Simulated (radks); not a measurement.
Values are calculated unless marked as measured or tabulated.
Problem. Coherent X-ray form factor from a spherical all-electron density. Code: a radial shooting solver on a logarithmic mesh with Libxc functionals. Model: scalar-relativistic Kohn-Sham, Slater X-alpha with alpha = 0.667, spin-unpolarised, spherical densities, finite nucleus; Fermi nuclear charge, rms radius of each element as measured or else 0.836 A^(1/3) + 0.57 fm.

| sin(theta)/lambda (1/angstrom) | f0 (electrons) |
|---|---|
| 0.05 | 25.903 |
| 0.1 | 25.614 |
| 0.15 | 25.145 |
| 0.2 | 24.509 |
| 0.25 | 23.729 |
| 0.3 | 22.827 |
| 0.4 | 20.768 |
| 0.5 | 18.541 |
| 0.6 | 16.334 |
| 0.8 | 12.481 |
| 1 | 9.705 |
| 1.25 | 7.590 |
| 1.5 | 6.414 |
| 2 | 5.069 |

The species is in the configuration that NIST lists as its ground one. Which atom or ion scatters so?

Solution. The krypton ion Kr10+, [Ar] 3d8. Extrapolating in s^2 from the first two rows gives f0(0) = 26.0, near the electron count 26; among species with that count, the fall with angle is slower the higher Z, and the table is that of Z = 36; from so few rows the species is fixed only to a neighbour or two.
